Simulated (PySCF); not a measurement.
## Bonding in `CO/C=C/[C@@H]1C[SiH2]1`

Species: C₅H₁₀OSi.
Numbering: `[CH3:1][O:2]/[CH:3]=[CH:4]/[C@@H:5]1[CH2:6][SiH2:7]1` (hydrogens: H8, H9, H10 on C1; H11 on C3; H12 on C4; H13 on C5; H14, H15 on C6; H16, H17 on Si7)

Cartesian coordinates in Å at the GFN2-xTB level; atoms count from 1:
```xyz
17
C5H10OSi angstrom
C      3.0413    0.0000   -0.0191
O      2.0474    0.0302   -1.0110
C      0.7464   -0.0516   -0.6032
C      0.2756   -0.1555    0.6367
C     -1.1465   -0.2261    0.9928
C     -2.1832   -0.7615   -0.0059
Si    -2.4040    1.0637    0.3604
H      3.9937    0.0663   -0.5428
H      2.9445    0.8459    0.6702
H      3.0056   -0.9332    0.5537
H      0.1017   -0.0210   -1.4694
H      0.9570   -0.1690    1.4756
H     -1.2913   -0.5832    2.0064
H     -1.7946   -1.0933   -0.9575
H     -2.8789   -1.4802    0.4055
H     -1.9228    2.0284   -0.6082
H     -3.4989    1.4520    1.2319
```

Bond orders from the PBE0/pcSseg-1 density (PySCF). Geometry: GFN2-xTB, one conformer, isolated molecule.

Q: How far do the computed orders between heavy atoms stray from the drawn ones?

A: The largest departure is 0.215, at C3–C4 (drawn double, 1.785).

Q: Set the Mayer orders of the bonds beside their lengths.

A: 
```json
{"bond": "C1–O2", "drawn as": "single", "length (Å)": "1.405", "Mayer order": "0.914"}
{"bond": "O2–C3", "drawn as": "single", "length (Å)": "1.366", "Mayer order": "1.013"}
{"bond": "C3–C4", "drawn as": "double", "length (Å)": "1.330", "Mayer order": "1.785"}
{"bond": "C4–C5", "drawn as": "single", "length (Å)": "1.468", "Mayer order": "1.075"}
{"bond": "C5–C6", "drawn as": "single", "length (Å)": "1.536", "Mayer order": "0.887"}
{"bond": "C6–Si7", "drawn as": "single", "length (Å)": "1.875", "Mayer order": "0.963"}
{"bond": "Si7–C5", "drawn as": "single", "length (Å)": "1.909", "Mayer order": "0.888"}
{"bond": "C1–H8", "drawn as": "single", "length (Å)": "1.089", "Mayer order": "0.972"}
{"bond": "C1–H9", "drawn as": "single", "length (Å)": "1.096", "Mayer order": "0.954"}
{"bond": "C1–H10", "drawn as": "single", "length (Å)": "1.096", "Mayer order": "0.954"}
{"bond": "C3–H11", "drawn as": "single", "length (Å)": "1.080", "Mayer order": "0.983"}
{"bond": "C4–H12", "drawn as": "single", "length (Å)": "1.081", "Mayer order": "0.951"}
{"bond": "C5–H13", "drawn as": "single", "length (Å)": "1.084", "Mayer order": "0.931"}
{"bond": "C6–H14", "drawn as": "single", "length (Å)": "1.080", "Mayer order": "0.942"}
{"bond": "C6–H15", "drawn as": "single", "length (Å)": "1.082", "Mayer order": "0.948"}
{"bond": "Si7–H16", "drawn as": "single", "length (Å)": "1.449", "Mayer order": "0.944"}
{"bond": "Si7–H17", "drawn as": "single", "length (Å)": "1.452", "Mayer order": "0.933"}
```

By pair of heavy elements: C–O: lowest C1–O2 (0.914, 1.405 Å), highest O2–C3 (1.013, 1.366 Å). C–C: lowest C5–C6 (0.887, 1.536 Å), highest C3–C4 (1.785, 1.330 Å). C–Si: lowest Si7–C5 (0.888, 1.909 Å), highest C6–Si7 (0.963, 1.875 Å).

Q: Sum the orders of all bonds at each heavy atom with more than one neighbour and set the sums beside the valence in the SMILES.

A: C1 3.794 (drawn 4), O2 1.927 (drawn 2), C3 3.781 (drawn 4), C4 3.811 (drawn 4), C5 3.781 (drawn 4), C6 3.740 (drawn 4), Si7 3.728 (drawn 4). Orders between atoms that aren't bonded are not in these sums.

The Mayer order sums products of elements of PS (density times overlap matrix) between the two atoms' basis functions, so it depends on the basis set.

The run behind these numbers computed NMR shieldings as well. Time: 54 s; peak memory 0.80 GiB. Hardware: an Arm Neoverse V1 with one thread, shared host with 32 logical CPUs at a one-minute load of 22.
